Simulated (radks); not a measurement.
Removal energies from the dysprosium ion Dy3+, [Xe] 4f(5/2: 6, 7/2: 3), by Delta-SCF beside the eigenvalue of the level emptied. Method: Dirac Kohn-Sham, PBE, spin-unpolarised, spherical densities, finite nucleus; Fermi nuclear charge, rms radius of each element as measured or else 0.836 A^(1/3) + 0.57 fm; computed with a radial shooting solver on a logarithmic mesh with Libxc functionals. Sub-shells are occupied by j as written (lower j first in brackets).

removed from                                  final configuration  Delta-SCF (eV)  -eigenvalue (eV)
4f7/2                                     [Xe] 4f(5/2: 6, 7/2: 2)          44.009            34.083
4f5/2                                     [Xe] 4f(5/2: 5, 7/2: 3)          45.021            35.028
5p3/2         [Kr] 4d10 4f(5/2: 6, 7/2: 3) 5s2 5p(1/2: 2, 3/2: 3)          59.010            52.057
5p1/2         [Kr] 4d10 4f(5/2: 6, 7/2: 3) 5s2 5p(1/2: 1, 3/2: 4)          64.476            57.212
